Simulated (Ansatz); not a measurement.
`[CH3][Nb](=[O])([F])[Cl]` + NH₃ → `[CH3][Nb]([NH2])(=[O])[F]` + HCl at 700 K and 1 bar (ligand exchange at the Nb–Cl bond).

Calculated with Ansatz (gas phase, PBE0-D4/def2-TZVP geometries, no zero-point term in ΔE). CCSD(T)/CBS adds triple-zeta CCSD(T) − MP2 to the extrapolated MP2 energy (def2 sets, frozen cores). This one scheme is used for every species. Elements past krypton have def2 core potentials. For Nb outer-core shells are correlated without core-valence functions, which leaves a few kJ/mol of doubt a bond. One conformer a species, not always the lowest.

```csv
species,CCSD(T)/CBS energy (Eh),H − E (kJ/mol),S (J/(mol·K))
`[CH3][Nb](=[O])([F])[Cl]`,-731.70527,182.0,471.8
NH₃,-56.50880,116.9,226.5
`[CH3][Nb]([NH2])(=[O])[F]`,-327.80729,254.9,486.8
HCl,-460.38127,38.4,211.8
```

H − E and S are ideal-gas, rigid-rotor, harmonic terms from PBE0-D4/def2-TZVP, for one conformer and one mirror image of each species. 1 Eh = 2625.50 kJ/mol, R = 8.31446 J/(mol·K).

By hand: ΔE, ΔH, ΔS and ΔG.

ΔE = (-327.80729) + (-460.38127) − (-731.70527) − (-56.50880) = 0.02551 Eh = 67.0 kJ/mol. Δ(H − E) = 254.9 + 38.4 − 182.0 − 116.9 = -5.6, so ΔH = 61.4 kJ/mol. ΔS = 486.8 + 211.8 − 471.8 − 226.5 = 0.3 J/(mol·K). ΔG = 61.4 − 700 × (0.3)/1000 = 61.2 kJ/mol.

By hand: the equilibrium constant, and the temperature at which ΔG would vanish if ΔH and ΔS stayed fixed.

log₁₀ K = −ΔG/(RT ln 10) = -4.6. ΔG = 0 at ΔH/ΔS = 204667 K, far beyond where these terms or the molecules hold.

The number of gas molecules stays the same, so ΔS is small and ΔH decides. A doubt of 5 kJ/mol in ΔE shifts log₁₀ K by 0.4 here. Other conformers and mirror images would add mixing entropy, several J/(mol·K) or more a flexible species. These are equilibria of isolated gas molecules and say nothing of rates. Largest T1 diagnostic: 0.022 (customary marks: 0.02 for closed shells, 0.045 for open ones).
